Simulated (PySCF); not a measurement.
Isomers of C4H12N2Si, from PBE0-D3(BJ)/def2-SVP geometry optimisation, gas phase (PySCF). One conformer each, no zero-point energy, no frequencies.

Question: Which is lower in electronic energy at this level?
A. `[NH2:1][CH2:2][C@H:3]1[CH2:4][CH2:5][NH:6][SiH2:7]1` with H–N1–C2–C3 -54° and 63°, N1–C2–C3–C4 177°, C2–C3–C4–C5 83°, C3–C4–C5–N6 41°, C4–C5–N6–Si7 -25°, C5–N6–Si7–C3 3°: A = 3366, B = 1675, C = 1320 MHz, dipole 1.27 D
B. `[CH3:1][NH:2][C@@H:3]1[CH2:4][CH2:5][NH:6][SiH2:7]1` with C1–N2–C3–C4 -177°, N2–C3–C4–C5 -167°, C3–C4–C5–N6 42°, C4–C5–N6–Si7 -26°, C5–N6–Si7–C3 4°: A = 3881, B = 1570, C = 1199 MHz, dipole 0.75 D

Answer: A. That is `C(N)[C@@H]1[SiH2]NCC1`, 7.2 kcal/mol below the other.

```tsv
SMILES	mapped SMILES	E (Eh)	relative (kcal/mol)	relative (kJ/mol)	dipole (D)
NC[C@H]1CCN[SiH2]1	[NH2:1][CH2:2][C@H:3]1[CH2:4][CH2:5][NH:6][SiH2:7]1	-557.94656	0.0	0.0	1.27
CN[C@@H]1CCN[SiH2]1	[CH3:1][NH:2][C@@H:3]1[CH2:4][CH2:5][NH:6][SiH2:7]1	-557.93502	7.2	30.3	0.75
```
